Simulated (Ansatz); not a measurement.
Compare A (`[F][Ge]1([SiH3])[BH][CH2]1`) with its isomer B (`[CH3][GeH]1[SiH2][B]1F`).

Isolated molecules relaxed with PBE0-D4/def2-TZVP in Ansatz; ΔE leaves out vibrations. CBS: MP2 limit from def2 TZ/QZ plus the TZ coupled-cluster correction, frozen cores. DFT in def2-TZVPP. B3LYP here is the variant with VWN-RPA as its local correlation; programs differ in this. For Ge outer-core shells are correlated without core-valence functions, which leaves a few kJ/mol of doubt a bond. Scalar relativity is left out up to krypton.

A:

```xyz
11

F    -0.824    2.170    1.005
Ge   -0.535    0.459    0.759
Si   -1.360    0.110   -1.463
B     0.875   -0.404    1.830
C     1.535   -0.670    0.560
H    -2.825    0.344   -1.442
H    -1.077   -1.291   -1.863
H    -0.706    1.061   -2.397
H     1.243   -0.170    2.932
H     1.058   -1.020   -0.358
H     2.616   -0.589    0.437
```

B:

Z-matrix (Å, degrees):
```
C
Ge 1 1.954
H 1 1.090 2 110.0
H 1 1.089 2 109.9 3 120.6
H 1 1.091 2 109.2 3 -119.6
Si 2 2.493 1 107.6 3 -87.3
B 2 2.048 1 130.3 3 -138.7
H 2 1.544 1 111.1 3 57.7
H 6 1.490 2 141.8 1 115.7
H 6 1.487 2 91.7 1 -14.0
F 7 1.317 2 129.3 1 -138.7
```

Which is lower in electronic energy at CCSD(T)/CBS, and by how much? (Best estimate.)

The calculation gave: B, by 5.1 kcal/mol.

Give E(B) − E(A) in kcal/mol with CCSD(T)/def2-SVP, B2PLYP, ωB97M-V, B3LYP-D4, MP2/def2-TZVPP, B3LYP, PBE-D4. (Estimate.)

Ansatz gave: CCSD(T)/def2-SVP -8.7, B2PLYP -3.4, ωB97M-V -4.1, B3LYP-D4 -2.6, MP2/def2-TZVPP -4.7, B3LYP -2.9, PBE-D4 -6.1. None reverses the order clearly.

Does the order hold for the free energy at 298.15 K (harmonic terms from PBE0-D4)? (An estimate is asked.)

Computed: Yes: G(B) − G(A) = -3.7 kcal/mol.

Largest T1 diagnostic: 0.014.

In def2-TZVPP, CCSD(T) changes the Hartree–Fock value by −2.4 kcal/mol (the triples alone add +0.2 kcal/mol) and MP2 by −1.2 kcal/mol. Leaving LDA and LC-ωPBE aside and taking each functional with its dispersion term where it has one, the values, not all of them listed here, spread over 7.2 kcal/mol, from B97M-V to BLYP-D4. LDA lies −4.1 kcal/mol from PBE without D4.
